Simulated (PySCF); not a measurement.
Computed properties of C2H5IMg, SMILES C[CH2][Mg][I]

Mg(I)(Et) (C2H5IMg), SMILES C[CH2][Mg][I]. Coordinates come from a B3LYP-D3(BJ)/def2-SVP optimisation. The def2 effective core potentials stand for the cores of I; spin–orbit coupling is left out. One conformer was computed; it need not be the lowest. All values are computed for the isolated molecule unless a solvent is named; none is compared with measurement here.

**Structure.** The optimised structure has Cs symmetry. All 21 harmonic modes at B3LYP-D3(BJ)/def2-SVP (PySCF) are real, so it is a minimum. With heavy atoms numbered as in [Mg:1]([I:2])[CH2:3][CH3:4], the shortest bond between them is C3–C4 at 1.538 Å and the longest Mg1–I2 at 2.584 Å.

**Vibrations.** The strongest infrared lines (harmonic, unscaled, degenerate partners summed) lie at 2997 cm⁻¹ (61 km/mol, H 97 %), 549 cm⁻¹ (60 km/mol, Mg 56 %, C 32 %, H 11 %), 559 cm⁻¹ (45 km/mol, H 80 %, C 17 %). The softest mode is at 67 cm⁻¹ and the zero-point energy is 40.4 kcal/mol.

**Electronic structure.** B3LYP/def2-TZVP (PySCF) places the frontier levels at -6.75 and -1.47 eV, a gap of 5.28 eV, and gives a dipole moment of 2.21 D and a mean polarisability of 89.7 bohr³. PBE/def2-TZVP (PySCF) at the same geometry gives -5.82 and -1.90 eV, so its gap is 1.36 eV narrower. An orbital gap is neither the optical nor the fundamental gap.

**Excitations.** TDA-M06-2X/def2-SVPD (PySCF) has S1 at 5.07 eV (245 nm, f = 0.024, weak); the most intense of the 10 singlets computed lies at 5.18 eV (f = 0.33). T1 (TDA) is at 3.81 eV, 1.26 eV under S1. TDA-PBE/def2-SVPD (PySCF) puts S1 at 4.48 eV. No vertical singlet excitation falls in the visible range (under 3.1 eV).
